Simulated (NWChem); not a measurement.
Everything below was run with NWChem. System: CH$_{3}$ISi, charge 0, spin multiplicity 1, displaced from the optimised geometry. The structure started from a generated list of species.

Job file:

```
start mol
memory heap 200 mb stack 800 mb global 1000 mb
geometry units angstroms nocenter noautoz
  Si    -1.320176     1.180772     0.000000
  I      0.341682    -0.781826     0.000000
  C     -0.047861     2.665718     0.000000
  H     -0.599641     3.655081     0.000000
  H      0.630053     2.628291    -0.908876
  H      0.630053     2.628291     0.908876
  symmetry group Cs
end
basis spherical
  * library def2-tzvp
end
ecp
  I library def2-ecp
end
dft
  xc xpbe96 cpbe96
  semidirect memsize 60000000 filesize 0
  iterations 100
  convergence nodiis damp 40
end
task dft gradient
```

The output up to the point where the run's verdict is printed (cleaned and shortened):

```
             Northwest Computational Chemistry Package (NWChem) 7.3.0
             --------------------------------------------------------

                                NWChem Input Module
                                -------------------

 Scaling coordinates for geometry "geometry" by  1.889725989
 (inverse scale =  0.529177249)

 Turning off AUTOSYM since
 SYMMETRY directive was detected!

                             Geometry "geometry" -> ""
                             -------------------------

 Output coordinates in angstroms (scale by  1.889725989 to convert to a.u.)

  No.       Tag          Charge          X              Y              Z
 ---- ---------------- ---------- -------------- -------------- --------------
    1 Si                  14.0000    -1.32017600     1.18077200     0.00000000
    2 I                   53.0000     0.34168200    -0.78182600     0.00000000
    3 C                    6.0000    -0.04786100     2.66571800     0.00000000
    4 H                    1.0000    -0.59964100     3.65508100     0.00000000
    5 H                    1.0000     0.63005300     2.62829100    -0.90887600
    6 H                    1.0000     0.63005300     2.62829100     0.90887600

 Effective nuclear repulsion energy (a.u.)     263.7951330426

            Nuclear Dipole moment (a.u.)
            ----------------------------
        X                 Y               Z
 ---------------- ---------------- ----------------
    -0.0000359048     0.0000018897     0.0000000000

      Symmetry information
      --------------------

 Group name             Cs
 Group number              2
 Group order               2
 No. of unique centers     5

      Symmetry unique atoms

     1    2    3    4    5


 Summary of "ao basis" -> "" (spherical)
 ------------------------------------------------------------------------------
       Tag                 Description            Shells   Functions and Types
 ---------------- ------------------------------  ------  ---------------------
 *                         def2-tzvp                  on all atoms

 Summary of "ao basis" -> "ao basis" (spherical)
[...]
 d= 0,ls=0.5         52   -220.1658501632  5.80D+01  5.45D-01              39.9
 d= 0,ls=0.5         53   -278.2136188540 -5.80D+01  5.45D-01              40.5
 d= 0,ls=0.5         54   -220.1658501632  5.80D+01  5.45D-01              41.1
 d= 0,ls=0.5         55   -278.2136188540 -5.80D+01  5.45D-01              41.8
 d= 0,ls=0.5         56   -220.1658501632  5.80D+01  5.45D-01              42.4
 d= 0,ls=0.5         57   -278.2136188540 -5.80D+01  5.45D-01              43.1
 d= 0,ls=0.5         58   -220.1658501632  5.80D+01  5.45D-01              43.7
 d= 0,ls=0.5         59   -278.2136188539 -5.80D+01  5.45D-01              44.4
 d= 0,ls=0.5         60   -220.1658501632  5.80D+01  5.45D-01              45.0
 d= 0,ls=0.5         61   -278.2136188540 -5.80D+01  5.45D-01              45.6
 d= 0,ls=0.5         62   -220.1658501632  5.80D+01  5.45D-01              46.2
 d= 0,ls=0.5         63   -278.2136188540 -5.80D+01  5.45D-01              46.8
 d= 0,ls=0.5         64   -220.1658501632  5.80D+01  5.45D-01              47.5
 d= 0,ls=0.5         65   -278.2136188540 -5.80D+01  5.45D-01              48.2
 d= 0,ls=0.5         66   -220.1658501632  5.80D+01  5.45D-01              48.9
 d= 0,ls=0.5         67   -278.2136188540 -5.80D+01  5.45D-01              49.8
 d= 0,ls=0.5         68   -220.1658501632  5.80D+01  5.45D-01              50.4
 d= 0,ls=0.5         69   -278.2136188540 -5.80D+01  5.45D-01              51.1
 d= 0,ls=0.5         70   -220.1658501632  5.80D+01  5.45D-01              51.9
 d= 0,ls=0.5         71   -278.2136188540 -5.80D+01  5.45D-01              52.6
 d= 0,ls=0.5         72   -220.1658501632  5.80D+01  5.45D-01              53.3
 d= 0,ls=0.5         73   -278.2136188540 -5.80D+01  5.45D-01              53.9
 d= 0,ls=0.5         74   -220.1658501632  5.80D+01  5.45D-01              54.5
 d= 0,ls=0.5         75   -278.2136188540 -5.80D+01  5.45D-01              55.3
 d= 0,ls=0.5         76   -220.1658501632  5.80D+01  5.45D-01              55.9
 d= 0,ls=0.5         77   -278.2136188540 -5.80D+01  5.45D-01              56.5
 d= 0,ls=0.5         78   -220.1658501632  5.80D+01  5.45D-01              57.1
 d= 0,ls=0.5         79   -278.2136188540 -5.80D+01  5.45D-01              57.8
 d= 0,ls=0.5         80   -220.1658501632  5.80D+01  5.45D-01              58.4
 d= 0,ls=0.5         81   -278.2136188540 -5.80D+01  5.45D-01              59.0
 d= 0,ls=0.5         82   -220.1658501632  5.80D+01  5.45D-01              59.6
 d= 0,ls=0.5         83   -278.2136188540 -5.80D+01  5.45D-01              60.2
 d= 0,ls=0.5         84   -220.1658501632  5.80D+01  5.45D-01              60.9
 d= 0,ls=0.5         85   -278.2136188540 -5.80D+01  5.45D-01              61.5
 d= 0,ls=0.5         86   -220.1658501632  5.80D+01  5.45D-01              62.3
 d= 0,ls=0.5         87   -278.2136188540 -5.80D+01  5.45D-01              63.0
 d= 0,ls=0.5         88   -220.1658501632  5.80D+01  5.45D-01              63.7
 d= 0,ls=0.5         89   -278.2136188540 -5.80D+01  5.45D-01              64.5
 d= 0,ls=0.5         90   -220.1658501632  5.80D+01  5.45D-01              65.3
 d= 0,ls=0.5         91   -278.2136188540 -5.80D+01  5.45D-01              66.0
 d= 0,ls=0.5         92   -220.1658501632  5.80D+01  5.45D-01              66.7
 d= 0,ls=0.5         93   -278.2136188540 -5.80D+01  5.45D-01              67.4
 d= 0,ls=0.5         94   -220.1658501632  5.80D+01  5.45D-01              68.2
 d= 0,ls=0.5         95   -278.2136188540 -5.80D+01  5.45D-01              68.9
 d= 0,ls=0.5         96   -220.1658501632  5.80D+01  5.45D-01              69.7
 d= 0,ls=0.5         97   -278.2136188540 -5.80D+01  5.45D-01              70.4
 d= 0,ls=0.5         98   -220.1658501632  5.80D+01  5.45D-01              71.2
 d= 0,ls=0.5         99   -278.2136188540 -5.80D+01  5.45D-01              71.9
 d= 0,ls=0.5        100   -220.1658501632  5.80D+01  5.45D-01              72.7
```

The run did not converge; its last values are not results. The next line reads: Calculation failed to converge. NWChem stopped with the message: dft gradient failed.
